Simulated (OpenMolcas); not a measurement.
## O II: Slater's ratio, thermal populations, worked from levels

- Program: OpenMolcas 26.06
- Basis: ANO-R3 [4s4p2d1f]
- Scalar Hamiltonian: X2C, finite nucleus
- Active space: 3 electrons in 9 orbitals (RAS2 2p; RAS3 3s 3d, at most 1 electron)
- State averaging: 2S+1 = 4 odd, 1 root; 2S+1 = 2 odd, 8 roots; 2S+1 = 4 even, 3 roots; 2S+1 = 2 even, 9 roots
- Spin-orbit coupling: RASSI with atomic mean-field integrals over the reference wave functions, term energies averaged over their components

Methods: RASSCF; SS-RASPT2, IPEA 0.25 Eh, imaginary shift 0.1 Eh (closed shells correlated: 1s 2s). Measured levels: NIST Handbook of Basic Atomic Spectroscopic Data.

**Slater's ratio.** With one set of orbitals, p3 has ²D° - ⁴S° = 9 F2 and ²P° - ²D° = 6 F2 (F2 = F²/25), a ratio of 2/3. Term energies are centres of gravity, weighted by 2J + 1.

```csv
Source,²D° - ⁴S°,²P° - ⁴S°,F2 from the first,Ratio
RASSCF,30580,50642,3398,0.656
SS-RASPT2,27542,45321,3060,0.646
measured,26819,40469,2980,0.509
```

Energies in cm-1. A ratio away from 2/3 shows effects beyond one configuration with one set of orbitals, and in heavier atoms second-order spin-orbit shifts.

**Thermal populations.** Z = Σ (2J + 1) exp(-E/kT) with k = 0.695035 cm-1/K, over the levels below. No other level of either list lies under 90000 cm-1, which is above 7 kT at each temperature.

| Level | 2J + 1 | SS-RASPT2 | measured |
| --- | --- | --- | --- |
| 2s² 2p³ ⁴S°_3/2 | 4 | 0.0 | 0.0 |
| 2s² 2p³ ²D°_3/2 | 4 | 27540 | 26831 |
| 2s² 2p³ ²D°_5/2 | 6 | 27540 | 26811 |
| 2s² 2p³ ²P°_1/2 | 2 | 45320 | 40470 |
| 2s² 2p³ ²P°_3/2 | 4 | 45320 | 40468 |

```csv
T (K),"Z, SS-RASPT2","Z, measured levels","Ground level (%), SS-RASPT2","Ground level (%), measured levels"
12000,4.394,4.448,91.0,89.9
```

At 12000 K, kT = 8340 cm-1, and the computed levels give Z = 4.000 + 0.147 + 0.221 + 0.009 + 0.017 = 4.394.

CASPT2 does not keep the components of a term degenerate, so their means are used; among the terms shown or strongly mixed into the levels shown the widest spread is 110 cm-1 (2s² 2p³ ²D°, SS-RASPT2). With the s shell closed, the reference lacks s² → p² mixing. No level of 2s² 2p² 3d was computed, though it lies in the active space. Without dynamic correlation excited terms often stand tens of per cent too high (terms of higher spin than the ground term too low), and those without a measured partner can miss by more than the paired ones (holds for RASSCF). Computed and measured levels are paired by configuration, term and J; levels that our copy of the source lacks, or whose pairing is in doubt (as where it misses far off the trend of its configuration), stay unpaired and out of the deviations. Levels of configurations outside the active space are missing.

° marks odd parity.
